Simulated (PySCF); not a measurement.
C₄H₁₀O, charge +1, doublet, geometry from GFN2-xTB (a state made from the parent by changing its charge; the spin is typed, not shown lowest); WB97X/STO-3G (PySCF).

Here is a job for PySCF.
```python
from pyscf import gto, scf, dft

mol = gto.M(
    atom='''
C     2.403836    0.231286    0.021046
C     0.999326    0.786555    0.140023
O     0.051534   -0.169319   -0.172741
C    -1.177722   -0.200417    0.457964
C    -2.267205   -0.680199   -0.479034
H     2.574431   -0.499996    0.813284
H     2.548016   -0.286616   -0.926420
H     3.133160    1.031043    0.104024
H     0.801190    1.271361    1.109695
H     0.914073    1.595010   -0.619730
H    -1.417374    0.753168    0.955759
H    -1.109386   -0.953290    1.274422
H    -3.185534   -0.858962    0.071535
H    -1.975305   -1.595082   -0.993315
H    -2.444946    0.074564   -1.247316
''',
    basis='sto-3g',
    charge=1,
    spin=1,
    verbose=4,
)

mf = dft.UKS(mol)
mf.xc = 'wb97x'
mf.kernel()
```

**Question.** What does PySCF print? Leave out banner, timings and long lists.

**Answer.** 
```
PySCF version 2.14.0

[INPUT] verbose = 4
[INPUT] num. atoms = 15
[INPUT] num. electrons = 41
[INPUT] charge = 1
[INPUT] spin (= nelec alpha-beta = 2S) = 1
[INPUT] symmetry False subgroup None
[INPUT] Mole.unit = angstrom
[INPUT] Symbol           X                Y                Z      unit          X                Y                Z       unit  Magmom
[INPUT]  1 C      2.403836000000   0.231286000000   0.021046000000 AA    4.542591688370   0.437067196446   0.039771176018 Bohr   0.0
[INPUT]  2 C      0.999326000000   0.786555000000   0.140023000000 AA    1.888452449157   1.486373531907   0.264605121140 Bohr   0.0
[INPUT]  3 O      0.051534000000  -0.169319000000  -0.172741000000 AA    0.097385146103  -0.319966537685  -0.326433180483 Bohr   0.0
[INPUT]  4 C     -1.177722000000  -0.200417000000   0.457964000000 AA   -2.225572030875  -0.378733240707   0.865426534910 Bohr   0.0
[INPUT]  5 C     -2.267205000000  -0.680199000000  -0.479034000000 AA   -4.284396518245  -1.285389820203  -0.905243064355 Bohr   0.0
[INPUT]  6 H      2.574431000000  -0.499996000000   0.813284000000 AA    4.864969516590  -0.944855503378   1.536884021491 Bohr   0.0
[INPUT]  7 H      2.548016000000  -0.286616000000  -0.926420000000 AA    4.815052401010  -0.541625742918  -1.750680076320 Bohr   0.0
[INPUT]  8 H      3.133160000000   1.031043000000   0.104024000000 AA    5.920814304442   1.948388892650   0.196576870382 Bohr   0.0
[INPUT]  9 H      0.801190000000   1.271361000000   1.109695000000 AA    1.514029673740   2.402524095453   2.097019631799 Bohr   0.0
[INPUT] 10 H      0.914073000000   1.595010000000  -0.619730000000 AA    1.727347627860   3.014132065943  -1.171119971177 Bohr   0.0
[INPUT] 11 H     -1.417374000000   0.753168000000   0.955759000000 AA   -2.678448676079   1.423281245786   1.806122751088 Bohr   0.0
[INPUT] 12 H     -1.109386000000  -0.953290000000   1.274422000000 AA   -2.096435706427  -1.801457017287   2.408308547120 Bohr   0.0
[INPUT] 13 H     -3.185534000000  -0.858962000000   0.071535000000 AA   -6.019786820490  -1.623202931409   0.135181558321 Bohr   0.0
[INPUT] 14 H     -1.975305000000  -1.595082000000  -0.993315000000 AA   -3.732785462484  -3.014268126223  -1.877093305422 Bohr   0.0
[INPUT] 15 H     -2.444946000000   0.074564000000  -1.247316000000 AA   -4.620278329351   0.140905538752  -2.357085630788 Bohr   0.0

nuclear repulsion = 190.470577668649
number of shells = 25
number of NR pGTOs = 105
number of NR cGTOs = 35
basis = sto-3g
ecp = {}

******** <class 'pyscf.dft.uks.UKS'> ********
method = UKS
initial guess = minao
damping factor = 0
level_shift factor = 0
DIIS = <class 'pyscf.scf.diis.CDIIS'>
diis_start_cycle = 1
diis_space = 8
diis_damp = 0
SCF conv_tol = 1e-09
SCF conv_tol_grad = None
SCF max_cycles = 50
direct_scf = True
direct_scf_tol = 1e-13
number electrons alpha = 21  beta = 20
XC library pyscf.dft.libxc version 7.1.2
    S. Lehtola, C. Steigemann, M. J. T. Oliveira, and M. A. L. Marques,  SoftwareX 7, 1–5 (2018)
XC functionals = wb97x
    J.-D. Chai and M. Head-Gordon,  J. Chem. Phys. 128, 084106 (2008)
radial grids:
    Treutler-Ahlrichs [JCP 102, 346 (1995); DOI:10.1063/1.469408] (M4) radial grids

becke partition: Becke, JCP 88, 2547 (1988); DOI:10.1063/1.454033
pruning grids: <function nwchem_prune>
grids dens level: 3
symmetrized grids: False
atomic radii adjust function: <function treutler_atomic_radii_adjust>
small_rho_cutoff = 0
Set gradient conv threshold to 3.16228e-05
tot grids = 168640
init E= -231.32361055913

cycle= 1 E= -230.375461314597  delta_E= 0.948  |g|= 0.267  |ddm|= 3.16
cycle= 2 E= -230.42107321417  delta_E= -0.0456  |g|= 0.177  |ddm|= 0.532
cycle= 3 E= -230.437454220384  delta_E= -0.0164  |g|= 0.0275  |ddm|= 0.191
cycle= 4 E= -230.439474637863  delta_E= -0.00202  |g|= 0.0194  |ddm|= 0.0814
cycle= 5 E= -230.440082520056  delta_E= -0.000608  |g|= 0.00576  |ddm|= 0.0478
cycle= 6 E= -230.440211580218  delta_E= -0.000129  |g|= 0.00115  |ddm|= 0.0311
cycle= 7 E= -230.440214632628  delta_E= -3.05e-06  |g|= 0.000395  |ddm|= 0.00419
cycle= 8 E= -230.440215014089  delta_E= -3.81e-07  |g|= 0.000121  |ddm|= 0.00141
cycle= 9 E= -230.440215072825  delta_E= -5.87e-08  |g|= 3.31e-05  |ddm|= 0.000629
cycle= 10 E= -230.440215077246  delta_E= -4.42e-09  |g|= 9.96e-06  |ddm|= 0.000166
cycle= 11 E= -230.440215077659  delta_E= -4.13e-10  |g|= 2.6e-06  |ddm|= 5.52e-05
Extra cycle  E= -230.440215077669  delta_E= -1.08e-11  |g|= 1.31e-06  |ddm|= 5.63e-06
converged SCF energy = -230.440215077669  <S^2> = 0.75297463  2S+1 = 2.0029724
```
